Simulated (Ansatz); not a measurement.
Isolated molecules relaxed with PBE0-D4/def2-TZVP in Ansatz; ΔE leaves out vibrations. CCSD(T)/CBS adds triple-zeta CCSD(T) − MP2 to the extrapolated MP2 energy (def2 sets, frozen cores). This one scheme is used for every species. Functionals use def2-TZVPP. B3LYP here is the variant with VWN-RPA as its local correlation; programs differ in this. Each species was taken in one conformer, which may not be the lowest.

Consider the formal exchange of groups at the Si–C bond: `B[SiH](F)CC=N` + BH₃ → `B[SiH](B)F` + `CC=N`.

| level | ΔE (kcal/mol) | difference from CCSD(T)/CBS |
| --- | --- | --- |
| PBE-D4 | 0.5 | -3.7 |
| PBE0-D4 | 2.1 | -2.1 |
| ωB97X-V | 3.9 | -0.3 |
| ωB97M-V | 4.7 | 0.5 |
| B2PLYP | 3.8 | -0.4 |
| PBE | -0.5 | -4.7 |
| r2SCAN | 1.9 | -2.3 |
| PBE0 | 1.2 | -3.0 |
| B3LYP | 1.9 | -2.3 |
| HF/def2-TZVPP | 5.0 | 0.8 |
| CCSD/def2-TZVPP | 4.2 | 0.0 |
| HF/def2-QZVPP | 5.1 | 0.9 |
| MP2/def2-QZVPP | 6.7 | 2.5 |
| HF/CBS(def2) | 5.1 | 0.9 |
| MP2/CBS(def2) | 6.6 | 2.4 |
| CCSD/CBS(def2) | 4.2 | 0.0 |
| CCSD(T)/CBS | 4.2 | 0 |

Largest T1 diagnostic among the species: 0.013.

The D4 term adds +1.6 kcal/mol with B3LYP and +0.9 kcal/mol with PBE0; it sums over pairs of atoms, weighted by their polarisabilities, and B3LYP, whose exchange is more repulsive, gets the larger term. From PBE to PBE0 (25 % exact exchange), in def2-TZVPP and without D4, ΔE moves by +1.7 kcal/mol.
